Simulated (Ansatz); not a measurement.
Basis sets compared for (F2Ga-mu-PH2)2 (Ga₂P₂H₄F₄). The state is a singlet with charge 0. Geometry PBE-D4/def2-SVP. Ansatz on 4 threads of Arm Neoverse V1 on a shared host; times are rough, and most runs start from earlier orbitals.

```xyz
12

Ga   -0.278    0.612   -1.619
F    -1.917    0.997   -2.178
F     1.071    0.863   -2.743
P    -0.179   -1.579   -0.566
Ga    0.278   -0.612    1.619
F    -1.070   -0.862    2.744
F     1.917   -0.999    2.176
P     0.179    1.579    0.566
H     0.816   -2.465   -1.070
H    -1.366   -2.362   -0.658
H     1.365    2.364    0.658
H    -0.817    2.464    1.070
```

The 6-31G sets use Cartesian d functions. HSE06 is defined as in plane-wave codes, on full-range PBE exchange.

Binding counts from free atoms (Ga doublet, F doublet, P quartet, H doublet) in the same basis, without a counterpoise term.

```
                          level  functions  energy (Eh)  HOMO (eV)  LUMO (eV)  binding per atom (eV)  wall time
                      HF/STO-3G         78   -4870.1736      -6.16       8.20                      –     0.65 s
                       HF/6-31G        128   -4927.4699     -11.57       1.05                   1.96      1.7 s
                PBE-D4/def2-SVP        176   -4932.1347      -7.22      -2.77                   3.33      2.8 s
               PBE-D4/def2-TZVP        318   -4933.3684      -7.37      -3.11                   3.30        6 s
               PBE0-D4/def2-SVP        176   -4932.2732      -8.56      -2.06                   3.22      4.8 s
PBE0-D4/def2-TZVP (with forces)        318   -4933.5004      -8.60      -2.35                   3.21       21 s
             HSE06-D4/def2-TZVP        318   -4933.4690      -8.21      -2.73                   3.22       14 s
```

Task: Estimate the rows for PBE-D4/def2-TZVPD, PBE0-D4/def2-TZVPD, HSE06-D4/def2-TZVPD.

Result: 
```json
{"level": "PBE-D4/def2-TZVPD", "functions": "390", "energy (Eh)": "-4933.3752", "HOMO (eV)": "-7.44", "LUMO (eV)": "-3.17", "binding per atom (eV)": "3.31", "wall time": "11 s"}
{"level": "PBE0-D4/def2-TZVPD", "functions": "390", "energy (Eh)": "-4933.5060", "HOMO (eV)": "-8.64", "LUMO (eV)": "-2.40", "binding per atom (eV)": "3.22", "wall time": "22 s"}
{"level": "HSE06-D4/def2-TZVPD", "functions": "390", "energy (Eh)": "-4933.4747", "HOMO (eV)": "-8.25", "LUMO (eV)": "-2.78", "binding per atom (eV)": "3.22", "wall time": "24 s"}
```
